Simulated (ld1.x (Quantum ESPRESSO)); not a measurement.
## Transferability test, RRKJ potential for indium

* Element: In
* Generator: ld1.x (Quantum ESPRESSO) 7.5
* Type: norm-conserving RRKJ (Kleinman–Bylander form)
* Functional: LDA (PZ)
* Relativity: fully relativistic
* Frozen core: [Kr]
* Valence charge: 13
* Reference configuration: 4d10 5s2 5p1
* Partial waves: 5p (bound): rc 2.20 bohr; 4d (bound): rc 1.75 bohr; 4f channel at -0.1 Ry: rc 1.90 bohr; 5s (bound): rc 2.15 bohr
* Local potential: the s channel
* Core correction: none
* rho0: 0.005

Open shells are filled in proportion to 2j + 1 (rel_dist='average').

Energies are relative to the spin-unpolarised reference configuration 4d10 5s2 5p1; without spin polarisation the order of configurations can differ from experiment.

(1) Give the all-electron excitation energy and the error of the potential for: 4d10 5s2 5p0; 4d10 5s1 5p0; 4d10 5s0 5p0; 4d10 5s2 5p1.3; 4d9 5s2 5p1; 4d10 5s0 5p3; 4d10 5s2 5p0.5.

Levels in the configuration 4d10 5s0 5p3:

| level | all-electron (eV) | pseudo (eV) |
| --- | --- | --- |
| 4d j=3/2 | -22.263 | -22.310 |
| 4d j=5/2 | -21.387 | -21.433 |
| 5p j=1/2 | -4.267 | -4.263 |
| 5p j=3/2 | -3.868 | -3.864 |

Answers

(1)

| valence configuration | charge | ΔE all-electron (eV) | error AE − PS (meV) |
| --- | --- | --- | --- |
| 4d10 5s2 5p0 | +1 | 5.606 | -0.2 |
| 4d10 5s1 5p0 | +2 | 25.267 | +5.6 |
| 4d10 5s0 5p0 | +3 | 54.007 | +19 |
| 4d10 5s2 5p1.3 | -0.3 | -0.585 | 0.0 |
| 4d9 5s2 5p1 | +1 | 25.216 | -161 |
| 4d10 5s0 5p3 | 0 | 12.134 | 0.0 |
| 4d10 5s2 5p0.5 | +0.5 | 2.050 | 0.0 |
